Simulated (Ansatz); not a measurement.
C3H7NSi (`C=C=C(N)[SiH3]`) from Hartree–Fock to CCSD(T)

```xyz
12

C     1.750    0.239   -1.538
C     0.653    0.142   -0.843
C    -0.421    0.001   -0.108
N    -1.736   -0.028   -0.600
Si   -0.158   -0.350    1.712
H     2.239    1.196   -1.700
H     2.219   -0.634   -1.987
H    -2.404    0.425    0.006
H    -1.825    0.314   -1.547
H    -1.044    0.547    2.508
H    -0.531   -1.752    2.037
H     1.259   -0.100    2.059
```

The species carries charge 0 and has multiplicity 1. Geometry: relaxed with PBE0-D4/def2-TZVP. It is one conformer, not always the lowest. Frozen core, restricted reference, the Gaussian-basis code of Ansatz. CBS rows extrapolate triple and quadruple zeta; past MP2 they add the triple-zeta difference.

```json
{"basis": "def2-SVP", "HF (Eh)": "-460.77000", "MP2 corr.": "-0.65940"}
{"basis": "def2-TZVPP", "HF (Eh)": "-461.06884", "MP2 corr.": "-0.81021"}
{"basis": "def2-QZVPP", "HF (Eh)": "-461.08565", "MP2 corr.": "-0.86462"}
```

Q: Estimate the CCSD correlation energy and the (T) correction in each basis where they were run (hartree).

A: 
```json
{"basis": "def2-SVP", "CCSD corr.": "-0.71518", "(T)": "-0.02589"}
{"basis": "def2-TZVPP", "CCSD corr.": "-0.85526", "(T)": "-0.03922"}
{"basis": "CBS(def2)", "CCSD corr.": "-0.94998", "(T)": "as TZ"}
```
